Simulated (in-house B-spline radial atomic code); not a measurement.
Values are calculated unless marked as measured or tabulated.
**Fe in an electron gas of r_s = 2.07: phase shifts, screening, friction and resistivity**

A nucleus sits in a uniform electron gas with a rigid positive background. The Kohn-Sham equations are solved self-consistently in the spin-unpolarised LDA (PW92), non-relativistic, on B-splines with outgoing waves at the boundary and partial waves to l = 8. The model has no lattice, no bands and no magnetic solution. Atomic units; δ_l are the phase shifts at the Fermi level, counted so that each bound state adds π, and good to about 0.0005.

The density parameter is r_s = 2.07 bohr, near that of the valence electrons of Al (3 per atom, density 2.7 g/cm³, mass 26.98 u, which gives r_s = 2.07).

```json
{"l": "0", "δ_l (rad)": "9.0463"}
{"l": "1", "δ_l (rad)": "6.3464"}
{"l": "2", "δ_l (rad)": "2.5214"}
{"l": "3", "δ_l (rad)": "0.0145"}
{"l": "4", "δ_l (rad)": "0.0036"}
{"l": "5", "δ_l (rad)": "0.0004"}
{"l": "6", "δ_l (rad)": "-0.0001"}
{"l": "7", "δ_l (rad)": "-0.0003"}
{"l": "8", "δ_l (rad)": "-0.0002"}
```

Bound levels below the band bottom (hartree): s -253.5, s -28.78, p -24.77, s -2.635, p -1.472.

Task: Check the Friedel sum rule, and say where the screening charge sits.

Result: k_F = (9π/4)^(1/3)/r_s = 0.92713. The rule is Z = (2/π) Σ (2l + 1) δ_l. The terms are s 5.759, p 12.121, d 8.026, f 0.065 and 0.018 beyond, in all 25.988 against Z = 26. Bound states hold 6 s, 12 p, 0 d electrons, so the scattering states carry 7.99 in all; where a term is smaller than its bound count, the bound level has drawn weight out of the band.

Task: Find the transport cross section and the electronic stopping of a 2 keV Fe ion (mass 55.84 u).

Result: σ_tr = (4π/k_F²) Σ (l + 1) sin²(δ_l − δ_(l+1)). The terms for l = 0 to 3 are 0.1827, 0.7974, 1.0547, 0.0005, all together 2.0354, so σ_tr = 14.619 × 2.0354 = 29.756 bohr². With n = 3/(4π r_s³) = 0.02692, the friction coefficient is Q = n k_F σ_tr = 0.7425. For v well below v_F = 0.927, dE/dx = Q v; with 24801 eV per u at v = 1, v = √(2000/(24801 × 55.84)) = 0.0380, so dE/dx = 0.02822 hartree/bohr = 14.5 eV/nm. The largest term couples the d and f waves.

Task: What residual resistivity would 1 atomic per cent of such centres give in Al?

Result: Δρ = k_F n_i σ_tr/n in atomic units of 21.74 μΩ·cm. With one host atom per 3 electrons, n_i/n = 0.01/3, so Δρ = 0.9271 × 0.00333 × 29.756 × 21.74 = 2.00 μΩ·cm. This is an atom added to the gas, as on an interstitial site.

Task: On a substitutional site the background of one host ion, a sphere holding 3 charges, is taken out. The phase shifts for l = 0 to 4 become 8.6036, 5.9112, 2.0728, -0.0582, -0.0142. What follows?

Result: The Friedel sum is now 22.99, for Z − 3 = 23. The sum in σ_tr is 3.1737, so σ_tr = 46.40 bohr² and Δρ = 3.12 μΩ·cm per atomic per cent, 1.56 times the value above. A real host ion scatters too, so this model doesn't give zero even for the host's own atom.
